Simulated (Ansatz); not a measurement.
Problem. Name a neutral molecule of B, C, F, N, O, Si and H with LUMO energy (ωB97M-V/def2-TZVPP) between 0.70 and 1.00 eV and HOMO energy (PBE0/def2-TZVPP) between -7.65 and -7.35 eV (Ansatz, PBE0-D4/def2-TZVP geometry).

Solution. `C[Si](N)(F)BO` (0.99 eV, -7.53 eV); `OC1(F)NB1[SiH3]` (0.97 eV, -7.45 eV). Other molecules can fit too; these were computed, each in one conformer that needn't be the lowest.
